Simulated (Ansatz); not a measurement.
Bond stretch in GeGa (cation, charge +1), lowest singlet found (which spin is the ground state isn't settled by this scan).

Levels: RKS-B3LYP = Ansatz (a first-principles code) with restricted B3LYP/aug-cc-pVDZ; RHF/aug-cc-pVDZ (Ansatz); RCCSD = CCSD on RHF/aug-cc-pVDZ, cores with 3d frozen (Ansatz).

Total energies in hartree (comparable only within one method and basis):

```csv
R / Å,RKS-B3LYP,RHF,RCCSD
2.89,-4001.56469,-3998.26256,-3998.37922
3.03,-4001.56774,-3998.26576,-3998.38219
3.28,-4001.56832,-3998.26670,-3998.38278
3.51,-4001.56567,-3998.26446,-3998.38024
3.91,-4001.55831,-3998.25766,-3998.37297
4.28,-4001.55113,-3998.25079,-3998.36563
4.78,-4001.54281,-3998.24266,-3998.35692
5.38,-4001.53559,-3998.23549,-3998.34937
6.02,-4001.53090,-3998.23057,-3998.34448
7.09,-4001.52750,-3998.22620,-3998.34058
8.22,-4001.52675,-3998.22414,-3998.33890
```

The scan ran from 1.74 to 8.22 Å; beyond the distances shown full CI changes its symmetry label. The restricted form behind RKS-B3LYP, RHF keeps the bonding electrons paired and can't separate into open-shell fragments.
